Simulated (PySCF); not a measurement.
# How exact exchange moves a shielding

Molecule: `[SiH3]O[SiH2][SiH2]O[SiH3]`, H10O2Si4.

Bonds (- single, = double, # triple, : aromatic): Si1-O2, O2-Si3, Si3-Si4, Si4-O5, O5-Si6. Si1 carries H7, H8, H9; Si3 carries H10, H11; Si4 carries H12, H13; Si6 carries H14, H15, H16.

GIAO shieldings (ppm, equivalent atoms averaged) in PySCF 2.14 on the PBE0-D3(BJ)/def2-SVP geometry, basis pcSseg-1, gas phase, non-relativistic:

```tsv
functional	exact exchange (%)	σ(Si3/Si4)	σ(Si1/Si6)
BLYP	0	358.5	366.3
BP86	0	363.8	368.8
PBE	0	365.1	369.7
B3LYP	20	371.3	379.0
mPW1PW91	25	379.7	385.2
BHandHLYP	50	391.2	399.2
HF	100	427.4	436.1
```

(1) Fit each shielding as a line in the percentage of exact exchange.

(2) What does the line predict for PBE0 (25 %), and what does the run give?

Answers

(1) σ(Si3/Si4) = 361.7 + 0.64 x (rms 2.7 ppm); σ(Si1/Si6) = 367.6 + 0.67 x (rms 1.6 ppm). The functionals also differ in their semilocal parts, which the line can't hold; Hartree–Fock has no correlation at all.

(2) σ(Si3/Si4): 377.7 predicted, 381.2 computed; σ(Si1/Si6): 384.4 predicted, 386.3 computed ppm.
